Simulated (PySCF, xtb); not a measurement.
HO3W, SMILES [O]=[W+]([OH])=[O], charge +1, multiplicity 1.

xtb with GFN2-xTB at its own geometry gives an orbital gap of 1.92 eV.

Geometry optimised at PBE0-D3(BJ)/def2-SVP. The multiplicity is an assumed one; other spin states were not compared. The isomer is the one that the SMILES or the coordinates give; other isomers of the formula were not compared. The def2 effective core potentials stand for the cores of W; spin–orbit coupling is left out. The values are those of a single conformer.

Q: What does PBE/def2-TZVPD (PySCF) give? (The exact figures need the calculation; the answer reports its results.)

A: gap 2.50 eV (levels -13.76 and -11.26 eV).
